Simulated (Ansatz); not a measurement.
Redistribution: C3H8 + C2H4I2 → C2H5I + C3H7I

Species: C3H8 (propane) `CCC`, singlet; C2H4I2 (1,2-diiodoethane) `ICCI`, singlet; C2H5I (iodoethane) `CCI`, singlet; C3H7I (1-iodopropane) `CCCI`, singlet. The partners trade CH3 for I; both sit on C, so the bond types are kept.

Shapes, held fixed at every level: PBE0-D4/def2-TZVP. Flexible molecules stand in one conformer, not always the lowest. Programs: Ansatz 0.2.0. Electronic energies: no zero-point or thermal term.

| level | kind | ΔE (kJ/mol) | less CCSD(T)/def2-TZVPP |
| --- | --- | --- | --- |
| PBE-D4/def2-TZVPP | GGA | +1.0 | +1.6 |
| r2SCAN-D4/def2-TZVPP | meta-GGA | +0.3 | +0.9 |
| B3LYP-D4/def2-TZVPP | global hybrid | +1.1 | +1.7 |
| PBE0-D4/def2-TZVPP | global hybrid | -0.4 | +0.2 |
| wB97X-V/def2-TZVPP | range-separated hybrid | -2.6 | -2.0 |
| MP2/def2-TZVPP | perturbation theory | +0.6 | +1.2 |
| CCSD/def2-TZVPP | coupled cluster or CI | -0.9 | -0.3 |
| CCSD(T)/def2-TZVPP | coupled cluster or CI | -0.6 | 0.0 |

The highest level, CCSD(T)/def2-TZVPP, gives ΔE = -0.6 kJ/mol; the levels span -2.6 to +1.1. That is about zero within the method's error. They disagree on the sign: 4 of 8 are positive. The column of differences is taken from that level and isn't an error. No measured value is set beside it here. For atoms past krypton def2 sets carry core potentials with scalar relativity. Outer-core shells of I are correlated, in sets that cover them unevenly.
